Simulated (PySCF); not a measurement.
**Dipole response of Tl⁺ (thallium, charge +1)**

[Xe] 4f14 5d10 6s2, closed-shell 1S. Calculation: PySCF 2.14, in def2-QZVPPD with the def2 core potential (60 electrons); a scalar-relativistic core potential. Coupled (time-dependent) response in atomic units; α is the mean over directions.

```json
{"method": "UHF", "mean α (bohr³)": "24.10", "C₆ (like pair)": "195.0", "S(−4)": "195.9"}
{"method": "PBE", "mean α (bohr³)": "20.01", "C₆ (like pair)": "161.6", "S(−4)": "116.7"}
{"method": "PBE0", "mean α (bohr³)": "20.73", "C₆ (like pair)": "167.1", "S(−4)": "129.3"}
{"method": "r2SCANh", "mean α (bohr³)": "21.09", "C₆ (like pair)": "174.9", "S(−4)": "126.7"}
{"method": "M06-L", "mean α (bohr³)": "21.29", "C₆ (like pair)": "173.2", "S(−4)": "136.9"}
```

S(−4) is the Cauchy moment in α(ω) = α(0) + S(−4) ω² + …

α(iu) at PBE0:

| u (hartree) | α(iu) (bohr³) |
| --- | --- |
| 0 | 20.73 |
| 0.0500 | 20.41 |
| 0.100 | 19.54 |
| 0.200 | 16.87 |
| 0.300 | 14.08 |
| 0.500 | 9.983 |
| 0.750 | 7.084 |
| 1.00 | 5.401 |
| 1.50 | 3.529 |
| 2.00 | 2.509 |
| 3.00 | 1.449 |
| 5.00 | 0.6488 |

For an ion, C₆ is the dispersion term alone; charge-induced terms of lower order in 1/R come first.

Energies and moments cover only the electrons outside the core potential. Spin-orbit coupling, which splits the p, d and f shells strongly at this Z, is absent.
